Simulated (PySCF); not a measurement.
C2H6B2Cl2N2.
Numbering: `[Cl:1][B:2]([Cl:3])[B:4]1[NH:5][CH2:6][CH2:7][NH:8]1`

NICS = −σ at a ghost point: NICS(0) at the centroid of the ring atoms, NICS(1) 1 Å to either side along the normal of their mean plane, zz for the tensor component along that normal. Level: GIAO KT2/pcSseg-1 (PySCF, non-relativistic, gas phase) on the PBE0-D3(BJ)/def2-SVP geometry, one conformer.

Ring bond lengths (Å): B4–N5 1.414, N5–C6 1.449, C6–C7 1.552, C7–N8 1.450, N8–B4 1.414.

Question: What do the NICS probes read (ppm)?

Answer: 
| ring | type | NICS(0) | NICS(1), two faces | NICS(1)zz, two faces | rms pucker (Å) | centre to ring atoms, mean (Å) |
| --- | --- | --- | --- | --- | --- | --- |
| B4–N5–C6–C7–N8 | 5-membered ring with B and 2 N; formal bonds all single | -4.5 | -1.2 / -1.2 | -0.9 / -0.9 | 0.02 | 1.24 |

Question: What do they say, and how far can they be read as aromaticity?

Answer: 
- B4–N5–C6–C7–N8: mean NICS(1)zz -0.9 ppm, near zero. C6, C7 have four or more neighbours, so the value isn't read as a sign of a π ring current.

Question: List the ring angles.

Answer: 
- B4–N5–C6–C7–N8: B4 107.6°, N5 111.6°, C6 104.5°, C7 104.5°, N8 111.6°; sum 539.8° against 540° for a flat convex ring.

Question: How do the values depend on the level or the medium?

Answer: 
```json
{"level": "KT2/pcSseg-1, gas", "NICS(0), B4–N5–C6–C7–N8": "-4.5", "mean NICS(1)zz, B4–N5–C6–C7–N8": "-0.9"}
{"level": "PBE0/pcSseg-1, gas", "NICS(0), B4–N5–C6–C7–N8": "-4.6", "mean NICS(1)zz, B4–N5–C6–C7–N8": "-0.8"}
{"level": "PBE0/pcSseg-1, IEF-PCM acetone", "NICS(0), B4–N5–C6–C7–N8": "-4.3", "mean NICS(1)zz, B4–N5–C6–C7–N8": "-0.6"}
{"level": "PBE0/pcSseg-1, IEF-PCM acetonitrile", "NICS(0), B4–N5–C6–C7–N8": "-4.3", "mean NICS(1)zz, B4–N5–C6–C7–N8": "-0.6"}
```

The geometry is the same throughout; the continuum's cavity takes Bondi-type radii × 1.2.
